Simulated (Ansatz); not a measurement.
Consider the formal hydrolysis of a Mg–O bond: `[SiH3][O][Mg][N]([SiH3])[SiH3]` + H₂O → `[OH][Mg][N]([SiH3])[SiH3]` + silanol.

Isolated molecules relaxed with PBE0-D4/def2-TZVP in Ansatz; ΔE leaves out vibrations. CCSD(T)/CBS is the MP2 limit (def2-TZVPP, def2-QZVPP) plus CCSD(T) − MP2 in def2-TZVPP, frozen cores. This one scheme is used for every species. DFT in def2-TZVPP. For Mg outer-core shells are correlated without core-valence functions, which leaves a few kJ/mol of doubt a bond. One conformer a species, not always the lowest.

`[SiH3][O][Mg][N]([SiH3])[SiH3]`:

Cartesian coordinates in Å:
```
Si -1.719 2.259 -2.679
O -1.002 1.328 -1.575
Mg -0.218 0.295 -0.350
N 0.620 -0.812 0.965
Si 1.298 -0.022 2.322
Si 0.617 -2.497 0.665
H -0.755 2.681 -3.738
H -2.840 1.539 -3.350
H -2.281 3.496 -2.061
H 2.769 -0.223 2.456
H 0.672 -0.418 3.616
H 1.058 1.447 2.135
H 1.983 -3.082 0.541
H -0.084 -2.704 -0.645
H -0.116 -3.285 1.696
```

H₂O:

```xyz
3

O    -0.305    0.223   -0.095
H     0.031    0.038    0.784
H     0.273   -0.261   -0.689
```

`[OH][Mg][N]([SiH3])[SiH3]`:

```xyz
12

O    -3.110    0.137    1.487
Mg   -1.519    0.071    0.751
N     0.194   -0.012   -0.107
Si    0.848    1.458   -0.684
Si    0.936   -1.548   -0.228
H    -3.841    0.215    2.084
H     2.144    1.826   -0.044
H     1.062    1.478   -2.160
H    -0.137    2.541   -0.358
H     0.012   -2.540    0.412
H     2.246   -1.635    0.481
H     1.164   -1.991   -1.634
```

`O[SiH3]`:

```xyz
6

O     0.715    0.235   -1.037
Si   -0.292    0.072    0.257
H     1.401   -0.423   -1.156
H    -1.047   -1.210    0.207
H    -1.233    1.213    0.185
H     0.456    0.113    1.544
```

Q: Is it downhill or uphill in electronic energy at CCSD(T)/CBS, and by how much? (Estimate.)

A: The calculation gave: Uphill: ΔE = +43.1 kJ/mol.

Q: What do these levels give: BLYP-D4, BHLYP-D4, LC-ωPBE, RPA@PBE/def2-TZVPP, HF/def2-TZVPP, SCS-MP2/def2-TZVPP? (Estimate.)

A: The calculation gave: BLYP-D4 33.8, BHLYP-D4 37.9, LC-ωPBE 31.6, RPA@PBE/def2-TZVPP 40.4, HF/def2-TZVPP 37.7, SCS-MP2/def2-TZVPP 37.8 kJ/mol.

Largest T1 diagnostic among the species: 0.011.

Leaving LDA and LC-ωPBE aside and taking each functional with its dispersion term where it has one, the values, not all of them listed here, spread over 4.6 kJ/mol, from PBE-D4 to BHLYP-D4. From BLYP to BHLYP (50 % exact exchange), in def2-TZVPP and without D4, ΔE moves by +4.6 kJ/mol.
